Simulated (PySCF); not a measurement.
Electron correlation in Ho(2+) (holmium, charge +2)

[Xe] 4f11, one real determinant. Calculation: PySCF 2.14, in x2c-TZVPPall; the spin-free X2C one-electron Hamiltonian (Gaussian nucleus). Frozen: [Ar] 3d10; 37 electrons correlated.

MP2 pair energies summed by pair of shells (mhartree):

| pair | energy | share (%) |
| --- | --- | --- |
| 4f-4f | -420.28 | 27.7 |
| 4d-4f | -320.44 | 21.1 |
| 4f-5p | -229.14 | 15.1 |
| 5p-5p | -121.41 | 8.0 |
| 4d-4d | -111.88 | 7.4 |
| 4d-5p | -55.01 | 3.6 |
| 4f-5s | -51.79 | 3.4 |
| 4p-4f | -43.65 | 2.9 |
| 4p-4d | -39.52 | 2.6 |
| 5s-5p | -32.16 | 2.1 |
| 4d-5s | -23.41 | 1.5 |
| 4s-4d | -17.34 | 1.1 |
| 4s-4f | -17.09 | 1.1 |
| 4p-4p | -9.89 | 0.7 |
| 4p-5p | -7.76 | 0.5 |
| 5s-5s | -6.13 | 0.4 |
| 4s-4p | -4.33 | 0.3 |
| 4p-5s | -4.18 | 0.3 |
| 4s-4s | -1.38 | 0.1 |
| 4s-5p | -0.84 | 0.1 |
| 4s-5s | -0.73 | 0.0 |

Total MP2 correlation energy: -1518.4 mhartree.

Same-spin part -579.86 and opposite-spin part -938.49 mhartree; SCS-MP2 scales them by 1/3 and 6/5 to -1319.5 mhartree.

The reference is one real determinant that mixes LS terms of this configuration.

This basis was not built for core-valence correlation, so the inner-shell part is incomplete.
